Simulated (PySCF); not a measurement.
C4H6OSe, SMILES C1(=C)OC[C@H]1[SeH]. Geometry: PBE-D3(BJ)/def2-SVP. The structure was generated by enumeration; whether it is a known compound was not checked. One conformer was computed; it need not be the lowest.

The numbers are results of PySCF with PBE-D3(BJ)/def2-SVP, not measurements.

Harmonic wavenumbers (cm⁻¹): 98, 130, 195, 269, 375, 445, 622, 680, 716, 764, 769, 868, 931, 958, 986, 1035, 1115, 1125, 1168, 1190, 1307, 1337, 1434, 1717, 2338, 2980, 3043, 3053, 3108, 3216. Rotational constants (GHz): 4.508, 1.463, 1.175; symmetry number 1.

Task: Work out the zero-point energy and the ideal-gas rigid-rotor harmonic-oscillator thermochemistry at 298.15 K and 1 atm.

Result: ZPE = ½ Σ hcν = ½ × 37972 cm⁻¹ = 54.28 kcal/mol. H − E(el) = 59.12 kcal/mol. Entropy in cal/(mol K): translation 40.91, rotation 28.12, vibration 14.46, total 83.49. G − E(el) = 34.23 kcal/mol. Cp = 25.90 cal/(mol K). Modes under 150 cm⁻¹ make the vibrational entropy uncertain.
